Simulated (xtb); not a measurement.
toluene (C7H8), singlet, geometry from GFN2-xTB. Base run: GFN2-xTB run with xtb 6.7.1.

The xtb input:
```
$ xtb mol.xyz --gfn 2 --json

# file mol.xyz
15

C     -2.40086058    -0.09333299     0.00287654
C     -0.90310304    -0.03213082     0.01258411
C     -0.14905476    -1.18803972     0.17321116
C      1.23334540    -1.13853421     0.16179918
C      1.88389926     0.07115816    -0.01104130
C      1.14274994     1.22892996    -0.17247358
C     -0.23981835     1.17593459    -0.16064234
H     -2.83101932     0.85466805     0.31763844
H     -2.76119532    -0.88112676     0.66079913
H     -2.75785471    -0.30813533    -1.00516742
H     -0.65136123    -2.13561436     0.30967508
H      1.80490058    -2.04648913     0.29002448
H      2.96325332     0.11146465    -0.01822171
H      1.64310795     2.17721408    -0.30647275
H     -0.81277845     2.08410875    -0.28615803
```

Variants of this job, named by their change:

```
change          ΔE vs base (kJ/mol)  HOMO-LUMO gap (eV)  dipole (D)  G_solv (kcal/mol)  SCF cycles
--------------  -------------------  ------------------  ----------  -----------------  ----------
base                           0.00                4.71        0.54                  -          10
alpb = chcl3                 -20.75                4.70        0.65              -5.00          10
acc = 0.1                      0.00                4.71        0.54                  -          12
gbsa = chcl3                 -20.14                4.69        0.66              -4.85          10
alpb = benzene               -21.55                4.70        0.60              -5.16          10
file = coord                   0.00                4.71        0.54                  -          10
alpb = thf                   -22.74                4.69        0.66              -5.49          10
acc = 30                       0.00                4.71        0.54                  -           7
```

ALPB and GBSA are two models with their own fitted parameters for each solvent, which aren't always the measured dielectric constant.
